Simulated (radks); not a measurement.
Results of a calculation; reference values are marked as such.
Ta, configuration [Xe] 4f14 5d3 6s2. Code: a radial shooting solver on a logarithmic mesh with Libxc functionals. Model: scalar-relativistic Kohn-Sham, r2SCAN, spin-polarised, spherical densities, finite nucleus; open shells are filled with parallel spins first (spin-orbit coupling, left out, can overturn this in heavy ions); meta-GGA in the generalised Kohn-Sham scheme; Fermi nuclear charge, rms radius 5.3507 fm.

Unscreened Slater integrals over Kohn-Sham orbitals (hartree). They are taken over the spin-up orbitals.

\begin{tabular}{lr}
integral & value \\ \hline
F0(5d,5d) & 0.41901 \\
F2(5d,5d) & 0.20769 \\
F4(5d,5d) & 0.13380 \\
F0(5d,6s) & 0.32318 \\
G2(5d,6s) & 0.10153 \\
F0(5d,4f) & 0.55920 \\
F2(5d,4f) & 0.11740 \\
F4(5d,4f) & 0.053908 \\
G1(5d,4f) & 0.047702 \\
G3(5d,4f) & 0.039544 \\
G5(5d,4f) & 0.030309 \\
F0(5d,5p) & 0.50873 \\
F2(5d,5p) & 0.22993 \\
G1(5d,5p) & 0.26365 \\
G3(5d,5p) & 0.16066 \\
F0(6s,6s) & 0.28219 \\
F0(6s,4f) & 0.37241 \\
G3(6s,4f) & 0.010997 \\
F0(6s,5p) & 0.35369 \\
G1(6s,5p) & 0.026619 \\
F0(4f,4f) & 1.4471 \\
F2(4f,4f) & 0.69220 \\
F4(4f,4f) & 0.43528 \\
F6(4f,4f) & 0.31345 \\
F0(4f,5p) & 0.84593 \\
F2(4f,5p) & 0.27109 \\
G2(4f,5p) & 0.12597 \\
G4(4f,5p) & 0.099628 \\
F0(5p,5p) & 0.69214 \\
F2(5p,5p) & 0.37182 \\
\end{tabular}

Derived for the open shells (J is the average intra-shell exchange parameter used in DFT+U). 5d: Racah B = F2/49 - 5 F4/441 = 0.002721 hartree, C = 35 F4/441 = 0.01062 hartree, C/B = 3.90, F4/F2 = 0.644, J = (F2 + F4)/14 = 0.02439 hartree.
